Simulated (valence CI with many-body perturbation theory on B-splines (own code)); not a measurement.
## Questions on V XVIII

Calculated by valence CI with perturbative core correlation (CI+MBPT): four valence electrons over a frozen Dirac-Fock core [He], a basis of 9 s, 9 p, 8 d, 6 f, 3 g, 1 h functions for each j, with the one-electron correlation potential Σ1 (screened to all orders), the two-electron term Σ2, the three-electron term Σ3, Breit, model QED; selected single and double excitations, second order for the rest, scaled by the run's own slope (own B-spline code, finite nucleus).

No measured spectrum was set against this ion. As an estimate, levels of excited configurations hold to 0.05 to 0.15 % of their energy, terms of the ground configuration to about 0.5 %. Among the levels kept, up to 400 cm⁻¹ of a level comes from second order outside the variational space, and about a tenth of that is noise between levels of different J, which matters for small intervals.

Rates and lifetimes use the calculated energies. Strong lines usually hold to 10 to 20 %, long lifetimes can be off by a factor of two.

Q: What is the ground level?

A: 2s2 2p2 3P_0, composition 93 % 2s2 2p2 3P + 6 % 2s2 2p2 1S.

Q: How is the term 3P of the ground level split?

A: J = 0 at 0.00, J = 1 at 4.69, J = 2 at 8.45 eV.

Q: Among levels below 771.68 eV, which E1 lines absorb most strongly from the ground level?

A: to 2s2 2p 3d 3D°_1 at 1.632 nm, f = 1.25; to 2s 2p3 3D°_1 at 16.00 nm, f = 0.0794; to 2s2 2p 3s 3P°_1 at 1.743 nm, f = 0.0555.

Q: Where does the other parity begin?

A: At 2s 2p3 5S°_2, 45.46 eV.

Q: What are the static dipole polarisabilities of the lowest levels?

A: 2s2 2p2 3P_0 0.0183; 2s2 2p2 3P_1 0.0189 (tensor 0.00086); 2s2 2p2 3P_2 0.0187 (tensor -0.00087); 2s2 2p2 1D_2 0.0173 (tensor 0.0041) bohr³, of which the core gives 3.33e-05.

Q: Name the longest-lived excited levels whose lifetime is computed, and their main decay.

A: 2s2 2p2 3P_2 at 8.45 eV lives 3.05 ms, mostly by M1 to 2s2 2p2 3P_1; 2s2 2p2 3P_1 at 4.69 eV lives 1.09 ms, mostly by M1 to 2s2 2p2 3P_0; 2s2 2p2 1D_2 at 19.97 eV lives 142 μs, mostly by M1 to 2s2 2p2 3P_2.

Q: How well does LS coupling describe the low levels?

A: Among the lowest 20 levels the leading LS term, summed over configurations, holds 93 % on average. For single configurations the figures are 92 % in LS and 74 % in jj coupling. Terms mix most in the J = 2 level at 92.20 eV, where the leading one holds 85 %.
